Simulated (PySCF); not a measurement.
## Dipole response of Sb (antimony, neutral)

[Kr] 4d10 5s2 5p3, high-spin 4S determinant. Computed with PySCF 2.14 in x2c-QZVPPall with one added diffuse shell each of s, p, d, f type (14s10p8d5f1g, 128 functions), with the spin-free X2C one-electron Hamiltonian (Gaussian nucleus). Coupled (time-dependent) response in atomic units; α is the mean over directions.

| method | mean α (bohr³) | C₆ (like pair) | S(−4) |
| --- | --- | --- | --- |
| BHandHLYP | 44.34 | 484.9 | 546.5 |

S(−4) is the Cauchy moment in α(ω) = α(0) + S(−4) ω² + …

Reference α: 43 ± 2 bohr³ (recommended; Schwerdtfeger and Nagle, table of static dipole polarizabilities (2023 update)). Published C₆: 492.0 (Chu and Dalgarno (2004); Tang, Norbeck and Certain (1976)).

α(iu) at BHandHLYP:

```
u (hartree)  α(iu) (bohr³)
          0          44.34
     0.0500          43.03
      0.100          39.65
      0.200          30.87
      0.300          23.29
      0.500          13.89
      0.750          8.378
       1.00          5.721
       1.50          3.335
       2.00          2.278
       3.00          1.311
       5.00         0.6140
```

A single London oscillator, α(iu) = α/(1 + u²/ω²), gives C₆ = (3/4) ω α². Matching the computed C₆ needs ω = 4 × 484.9 / (3 × 44.34²) = 0.329 hartree.
